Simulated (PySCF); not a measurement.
C₂H₆N, SMILES C=[NH+]C, charge +1. Atoms are numbered in the order given.

```xyz
9

C     -0.2332     1.2312     0.0000
N      0.4105     0.1356     0.0000
C     -0.1673    -1.2145     0.0000
H     -1.3171     1.2177     0.0000
H      0.3052     2.1716     0.0000
H      1.4290     0.1801     0.0000
H      0.1816    -1.7385     0.8893
H     -1.2512    -1.1420     0.0000
H      0.1816    -1.7385    -0.8893
```
Charge +1, spin multiplicity 1.

Geometry optimised at B3LYP-D3(BJ)/def2-TZVP. The isomer is the one that the SMILES or the coordinates give; other isomers of the formula were not compared.

The numbers are results of PBE/pcJ-1 (PySCF), not measurements.

Isotropic couplings with Fermi-contact, spin-dipole and both spin-orbit terms, one fixed conformer, no vibrational averaging. Isotopes: 13C, 14N, 1H.

### Question
Estimate the spin–spin coupling constants. (The exact figures need the calculation; the answer reports its results.)

### Answer

| pair | bonds apart | J (Hz) |
|---|---|---|
| C1–N2 | 1 | 11.6 |
| C1–H4 | 1 | 182.2 |
| C1–H5 | 1 | 185.1 |
| N2–C3 | 1 | 2.4 |
| N2–H6 | 1 | 62.5 |
| C3–H7 | 1 | 143.1 |
| C3–H8 | 1 | 142.1 |
| C3–H9 | 1 | 143.1 |
| C1–C3 | 2 | -0.9 |
| C1–H6 | 2 | -1.3 |
| N2–H5 | 2 | 0.4 |
| N2–H7 | 2 | -1.3 |
| N2–H8 | 2 | -0.6 |
| N2–H9 | 2 | -1.3 |
| C3–H6 | 2 | 3.5 |
| H4–H5 | 2 | 6.3 |
| H7–H8 | 2 | -12.2 |
| H7–H9 | 2 | -19.5 |
| H8–H9 | 2 | -12.2 |
| C1–H7 | 3 | 7.0 |
| C1–H8 | 3 | 6.1 |
| C1–H9 | 3 | 7.0 |
| C3–H4 | 3 | 6.2 |
| C3–H5 | 3 | 9.7 |
| H4–H6 | 3 | 20.7 |
| H5–H6 | 3 | 11.4 |
| H6–H7 | 3 | 2.9 |
| H6–H8 | 3 | 12.4 |
| H6–H9 | 3 | 2.9 |
| H4–H7 | 4 | -3.5 |
| H4–H8 | 4 | -0.4 |
| H4–H9 | 4 | -3.5 |
| H5–H7 | 4 | -3.1 |
| H5–H8 | 4 | -0.7 |
| H5–H9 | 4 | -3.1 |
